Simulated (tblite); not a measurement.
A geometry optimisation, step by step.

Compound: C6H16BNSi.
SMILES with atom numbers: `[CH:1]#[N+:2][B@-:3]([CH3:4])([CH2:5][SiH3:6])[CH:7]([CH3:8])[CH3:9]` (hydrogens: H10 on C1; H11, H12, H13 on C4; H14, H15 on C5; H16, H17, H18 on Si6; H19 on C7; H20, H21, H22 on C8; H23, H24, H25 on C9)
Bond orders are those of one Lewis drawing.

Computed with GFN2-xTB (tblite), gas phase: L-BFGS steps from a force-field or distance-geometry start until the largest atomic force falls under 0.01 eV/Å. 7 of its 70 geometries are shown.

Step 0: E = -729.7830 eV, largest atomic force 1.419 eV/Å
```
atom  x, y, z in Å  |  force x, y, z in eV/Å
C1     -0.307   -0.171    3.011    0.227   0.015  -1.137
N2     -0.014   -0.180    1.886   -0.134  -0.082   0.766
B3      0.397   -0.209    0.460   -0.391   0.328  -0.044
C4      1.242   -1.548    0.184    0.223  -1.193   0.736
C5      1.338    1.089    0.197    0.058   0.754   0.554
Si6     1.911    1.288   -1.591    0.130  -0.139   0.016
C7     -0.970   -0.192   -0.481   -0.268  -0.057   0.344
C8     -1.879   -1.392   -0.177   -0.414  -0.324  -0.084
C9     -1.769    1.105   -0.330   -0.330   0.528  -0.144
H10    -0.601   -0.153    4.036    0.167   0.013  -0.500
H11     2.276   -1.444    0.572   -0.559  -0.226  -0.354
H12     1.282   -1.787   -0.891    0.021   0.084   0.651
H13     0.774   -2.416    0.728    0.580   0.582  -0.646
H14     2.249    1.008    0.825   -0.443   0.188  -0.164
H15     0.811    2.027    0.499    0.479  -0.558  -0.074
H16     2.819    2.445   -1.659   -0.008  -0.027  -0.044
H17     0.769    1.531   -2.471    0.020   0.041  -0.113
H18     2.638    0.079   -2.022   -0.055   0.202  -0.040
H19    -0.662   -0.278   -1.535   -0.015   0.037   0.295
H20    -2.773   -1.369   -0.835    0.418  -0.013   0.406
H21    -2.233   -1.379    0.880    0.279  -0.055  -0.730
H22    -1.360   -2.350   -0.380   -0.281   0.613   0.255
H23    -1.183    1.984   -0.684   -0.428  -0.674   0.341
H24    -2.067    1.273    0.728    0.208  -0.076  -0.661
H25    -2.699    1.064   -0.939    0.519   0.037   0.371
```

Step 12: E = -729.9824 eV, largest atomic force 0.106 eV/Å
```
atom  x, y, z in Å  |  force x, y, z in eV/Å
C1     -0.306   -0.163    2.945   -0.022   0.011   0.103
N2      0.004   -0.181    1.838    0.039  -0.025  -0.085
B3      0.397   -0.209    0.442   -0.020   0.030  -0.002
C4      1.248   -1.591    0.222   -0.023   0.012   0.045
C5      1.342    1.115    0.213   -0.020  -0.030   0.011
Si6     1.917    1.300   -1.583    0.017   0.029  -0.017
C7     -0.995   -0.192   -0.459    0.081  -0.007   0.049
C8     -1.900   -1.390   -0.174   -0.009   0.000  -0.017
C9     -1.790    1.106   -0.323   -0.006   0.000  -0.010
H10    -0.575   -0.147    3.963    0.000   0.017  -0.048
H11     2.269   -1.490    0.584   -0.019  -0.029  -0.034
H12     1.287   -1.806   -0.843    0.065  -0.069   0.048
H13     0.810   -2.455    0.721   -0.003   0.046  -0.034
H14     2.226    1.038    0.852   -0.017   0.012  -0.026
H15     0.833    2.032    0.523    0.008  -0.070  -0.023
H16     2.828    2.450   -1.674    0.020   0.030  -0.006
H17     0.792    1.543   -2.494    0.034   0.024   0.013
H18     2.640    0.110   -2.041    0.007   0.027  -0.002
H19    -0.668   -0.269   -1.502   -0.070  -0.001   0.008
H20    -2.777   -1.369   -0.819   -0.034  -0.002  -0.015
H21    -2.245   -1.389    0.860    0.017   0.010  -0.007
H22    -1.369   -2.320   -0.361   -0.014  -0.010   0.033
H23    -1.199    1.952   -0.664   -0.016   0.010   0.028
H24    -2.086    1.283    0.711    0.011  -0.015   0.004
H25    -2.695    1.066   -0.927   -0.025   0.001  -0.017
```

Step 23: E = -729.9937 eV, largest atomic force 0.059 eV/Å
```
atom  x, y, z in Å  |  force x, y, z in eV/Å
C1     -0.295   -0.151    2.920   -0.012   0.008  -0.007
N2      0.023   -0.192    1.816   -0.027   0.023   0.004
B3      0.405   -0.226    0.415    0.045   0.037   0.009
C4      1.253   -1.617    0.228   -0.019   0.029  -0.007
C5      1.344    1.104    0.193    0.014  -0.004  -0.019
Si6     1.944    1.334   -1.590   -0.010  -0.002   0.004
C7     -1.002   -0.198   -0.461    0.009   0.001  -0.005
C8     -1.914   -1.387   -0.164    0.001  -0.035   0.001
C9     -1.799    1.097   -0.310    0.002   0.028   0.001
H10    -0.582   -0.115    3.931    0.006   0.011   0.007
H11     2.267   -1.517    0.614   -0.046  -0.027   0.003
H12     1.331   -1.870   -0.826   -0.010  -0.002   0.023
H13     0.786   -2.458    0.738    0.041   0.000  -0.033
H14     2.224    1.038    0.839   -0.024  -0.006  -0.003
H15     0.815    2.007    0.508    0.023  -0.022  -0.011
H16     2.853    2.489   -1.667   -0.003  -0.008   0.031
H17     0.824    1.598   -2.499    0.006   0.006  -0.013
H18     2.672    0.150   -2.057    0.003   0.023  -0.010
H19    -0.703   -0.272   -1.512    0.006  -0.012  -0.017
H20    -2.790   -1.371   -0.812   -0.023   0.005   0.006
H21    -2.258   -1.370    0.869   -0.012   0.015   0.009
H22    -1.390   -2.323   -0.333    0.016  -0.052   0.000
H23    -1.216    1.953   -0.633    0.039   0.027  -0.003
H24    -2.100    1.259    0.725   -0.006  -0.026   0.020
H25    -2.702    1.064   -0.921   -0.017  -0.017   0.010
```

Step 34: E = -729.9973 eV, largest atomic force 0.025 eV/Å
```
atom  x, y, z in Å  |  force x, y, z in eV/Å
C1     -0.304   -0.132    2.909    0.007   0.008  -0.005
N2      0.015   -0.178    1.806    0.009  -0.021   0.010
B3      0.405   -0.230    0.407   -0.021   0.002  -0.008
C4      1.247   -1.624    0.231   -0.002   0.011  -0.006
C5      1.347    1.095    0.179    0.005   0.004  -0.007
Si6     1.953    1.347   -1.598    0.010   0.001  -0.003
C7     -1.002   -0.208   -0.469   -0.024   0.002   0.000
C8     -1.918   -1.394   -0.159    0.002  -0.006   0.003
C9     -1.798    1.087   -0.303    0.000   0.005   0.002
H10    -0.582   -0.089    3.922   -0.008   0.015   0.003
H11     2.255   -1.532    0.631    0.002  -0.010   0.009
H12     1.338   -1.876   -0.822   -0.002   0.010  -0.008
H13     0.775   -2.469    0.729   -0.002   0.006  -0.003
H14     2.223    1.027    0.828    0.009  -0.006  -0.001
H15     0.821    1.999    0.493   -0.003  -0.001   0.015
H16     2.862    2.505   -1.629   -0.008  -0.002   0.002
H17     0.842    1.629   -2.514    0.015  -0.002   0.007
H18     2.693    0.179   -2.082   -0.006   0.003  -0.009
H19    -0.712   -0.283   -1.522    0.000  -0.003   0.012
H20    -2.797   -1.379   -0.803    0.007  -0.001   0.010
H21    -2.259   -1.359    0.876   -0.007  -0.005  -0.003
H22    -1.402   -2.337   -0.316    0.010  -0.001  -0.009
H23    -1.213    1.949   -0.612    0.009  -0.004  -0.011
H24    -2.096    1.230    0.736   -0.008  -0.002  -0.002
H25    -2.703    1.062   -0.910    0.006  -0.003   0.005
```

Step 46: E = -729.9987 eV, largest atomic force 0.022 eV/Å
```
atom  x, y, z in Å  |  force x, y, z in eV/Å
C1     -0.303   -0.112    2.908   -0.011   0.019   0.004
N2      0.020   -0.178    1.806    0.003  -0.008  -0.008
B3      0.404   -0.233    0.405   -0.021  -0.003  -0.004
C4      1.243   -1.626    0.224    0.001  -0.007   0.001
C5      1.351    1.089    0.176   -0.011  -0.008   0.016
Si6     1.959    1.354   -1.598   -0.003   0.001   0.005
C7     -1.009   -0.214   -0.463    0.013   0.004   0.007
C8     -1.920   -1.403   -0.153    0.008   0.003  -0.002
C9     -1.801    1.083   -0.299    0.000   0.004  -0.001
H10    -0.592   -0.045    3.917    0.005   0.003  -0.006
H11     2.245   -1.543    0.640    0.002  -0.013   0.002
H12     1.347   -1.864   -0.831    0.004   0.003  -0.005
H13     0.759   -2.473    0.705    0.008  -0.007  -0.006
H14     2.229    1.009    0.823    0.007   0.001  -0.007
H15     0.831    1.993    0.502    0.003   0.003  -0.006
H16     2.865    2.514   -1.609    0.007   0.007  -0.005
H17     0.856    1.644   -2.520   -0.012   0.003   0.008
H18     2.700    0.195   -2.102    0.002  -0.007   0.009
H19    -0.719   -0.290   -1.517   -0.006   0.002   0.006
H20    -2.800   -1.391   -0.796    0.004   0.003   0.004
H21    -2.262   -1.375    0.881    0.007   0.006  -0.003
H22    -1.399   -2.342   -0.315   -0.004  -0.004  -0.003
H23    -1.208    1.940   -0.609   -0.004   0.005  -0.006
H24    -2.101    1.230    0.739    0.000  -0.007   0.003
H25    -2.705    1.062   -0.908   -0.001  -0.004  -0.003
```

Step 58: E = -729.9997 eV, largest atomic force 0.033 eV/Å
```
atom  x, y, z in Å  |  force x, y, z in eV/Å
C1     -0.309   -0.079    2.902    0.011  -0.007  -0.019
N2      0.021   -0.180    1.806   -0.006   0.004   0.007
B3      0.404   -0.241    0.405    0.027  -0.013   0.014
C4      1.243   -1.634    0.213   -0.002   0.001  -0.010
C5      1.355    1.081    0.181    0.001  -0.001   0.003
Si6     1.959    1.360   -1.593   -0.007  -0.005   0.015
C7     -1.008   -0.217   -0.462   -0.016   0.004  -0.004
C8     -1.918   -1.407   -0.150    0.002  -0.003   0.002
C9     -1.804    1.078   -0.298   -0.001   0.007   0.003
H10    -0.598    0.013    3.910   -0.002   0.008  -0.005
H11     2.238   -1.567    0.648   -0.012   0.005   0.000
H12     1.364   -1.850   -0.844    0.008   0.003  -0.003
H13     0.749   -2.491    0.666   -0.003   0.006   0.009
H14     2.238    0.993    0.820   -0.005  -0.002   0.008
H15     0.841    1.984    0.516   -0.003   0.006   0.002
H16     2.866    2.519   -1.601   -0.001   0.000  -0.001
H17     0.848    1.659   -2.502   -0.002  -0.005  -0.004
H18     2.700    0.202   -2.099   -0.007   0.001  -0.007
H19    -0.721   -0.292   -1.516    0.001  -0.003   0.002
H20    -2.803   -1.393   -0.786    0.007   0.001   0.000
H21    -2.251   -1.383    0.887    0.004   0.009   0.000
H22    -1.397   -2.345   -0.319   -0.008  -0.011  -0.009
H23    -1.214    1.936   -0.609    0.003   0.008  -0.007
H24    -2.105    1.226    0.739    0.007  -0.014   0.009
H25    -2.708    1.052   -0.907    0.004   0.000  -0.005
```

Step 69: E = -730.0002 eV, largest atomic force 0.007 eV/Å
```
atom  x, y, z in Å  |  force x, y, z in eV/Å
C1     -0.309   -0.066    2.898   -0.001   0.000   0.001
N2      0.022   -0.183    1.803   -0.003   0.004  -0.001
B3      0.407   -0.245    0.403   -0.001  -0.002   0.002
C4      1.244   -1.636    0.207    0.001  -0.003   0.000
C5      1.357    1.078    0.188    0.000   0.001  -0.003
Si6     1.955    1.361   -1.587    0.000   0.000  -0.003
C7     -1.006   -0.220   -0.464    0.000   0.000   0.003
C8     -1.916   -1.409   -0.150    0.000   0.001  -0.002
C9     -1.802    1.075   -0.297    0.001   0.001   0.001
H10    -0.602    0.046    3.903    0.001   0.001  -0.001
H11     2.234   -1.575    0.653    0.001  -0.001  -0.001
H12     1.375   -1.845   -0.851    0.006   0.000  -0.001
H13     0.742   -2.495    0.649    0.001  -0.001   0.004
H14     2.239    0.987    0.828    0.000   0.002  -0.003
H15     0.843    1.981    0.526   -0.003  -0.002   0.000
H16     2.864    2.520   -1.598   -0.003  -0.002   0.002
H17     0.842    1.660   -2.494   -0.001   0.001   0.003
H18     2.692    0.204   -2.102   -0.002   0.001   0.001
H19    -0.719   -0.295   -1.518   -0.002  -0.001   0.003
H20    -2.805   -1.389   -0.781   -0.002  -0.001   0.001
H21    -2.243   -1.384    0.889   -0.002  -0.001  -0.003
H22    -1.401   -2.350   -0.324    0.000   0.002  -0.004
H23    -1.216    1.936   -0.608    0.006  -0.003   0.000
H24    -2.102    1.218    0.741    0.001   0.000   0.001
H25    -2.707    1.049   -0.905    0.001   0.003   0.000
```

Task: Summarise the path.

Result: The energy falls by 5.01 kcal/mol from step 0 to step 69; nine tenths of that is first reached at step 10. It rises by more than 0.2 meV at step 2. The largest force goes from 1.419 to 0.007 eV/Å. Among the bonds C4–H13 changes most, from 1.126 to 1.088 Å; the atoms move by 0.102 Å rms after alignment.

Task: Follow the three bonds and two angles with the largest change from start to end.

Result: 
```tsv
step	E above end (kcal/mol)	largest force (eV/Å)	C4–H13 (Å)	N2–B3 (Å)	C9–H23 (Å)	N2–B3–C5 (°)	B3–C4–H13 (°)
0	5.01	1.419	1.126	1.484	1.115	107.5	109.9
3	1.54	0.524	1.083	1.475	1.088	107.2	110.6
6	0.78	0.237	1.087	1.455	1.086	107.1	113.0
9	0.50	0.093	1.087	1.449	1.087	106.4	113.9
12	0.41	0.106	1.089	1.451	1.087	105.9	113.5
15	0.31	0.076	1.087	1.451	1.086	105.6	113.4
18	0.24	0.047	1.087	1.453	1.088	105.5	112.9
21	0.19	0.099	1.089	1.454	1.087	105.3	112.4
24	0.14	0.051	1.088	1.452	1.086	105.2	112.4
27	0.11	0.044	1.088	1.453	1.087	105.3	112.7
30	0.09	0.053	1.089	1.453	1.087	105.0	112.8
33	0.07	0.030	1.088	1.453	1.086	104.9	112.8
36	0.06	0.048	1.088	1.454	1.086	105.1	112.8
39	0.05	0.026	1.088	1.453	1.087	105.0	112.7
42	0.05	0.026	1.088	1.453	1.087	104.9	112.6
45	0.04	0.035	1.088	1.454	1.087	104.9	112.6
48	0.03	0.031	1.088	1.454	1.086	104.8	112.7
51	0.02	0.022	1.088	1.453	1.087	104.6	112.8
54	0.02	0.036	1.088	1.454	1.087	104.7	112.8
57	0.01	0.021	1.088	1.454	1.087	104.5	112.9
60	0.01	0.015	1.088	1.454	1.086	104.3	112.9
63	0.00	0.021	1.088	1.453	1.087	104.2	112.8
66	0.00	0.013	1.088	1.454	1.087	104.2	112.8
69	0.00	0.007	1.088	1.454	1.087	104.2	112.8
```

What follows is the cost of the whole relaxation. On one thread of an Arm Neoverse V2 (shared host), this took 0.57 s wall.
